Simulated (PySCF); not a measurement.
Te(Et)(SMe) (C3H8STe), SMILES CC[Te]SC. Geometry: PBE0-D3(BJ)/def2-SVP. The def2 effective core potentials stand for the cores of Te; spin–orbit coupling is left out. Other conformers were not sampled.

Give the equilibrium geometry at PBE0-D3(BJ)/def2-SVP (PySCF confirms it by a frequency run) as a Z-matrix. (Estimate from the structure and the level; the computed values follow.)

This is not unique; one that fits is 
```
C
H 1 1.1006
H 1 1.1012 2 108.29
H 1 1.1028 2 108.09 3 -116.23
C 1 1.5117 2 111.79 4 -121.86
H 5 1.0988 1 112.02 2 177.84
H 5 1.1022 6 107.88 1 124.34
Te 5 2.1763 6 106.31 7 110.57
S 8 2.4036 5 96.98 6 72.83
C 9 1.8178 8 103.39 5 93.93
H 10 1.0981 9 111.32 8 60.34
H 10 1.0981 11 109.93 9 124.36
H 10 1.1010 11 108.91 12 119.44
```
Charge 0, spin multiplicity 1.
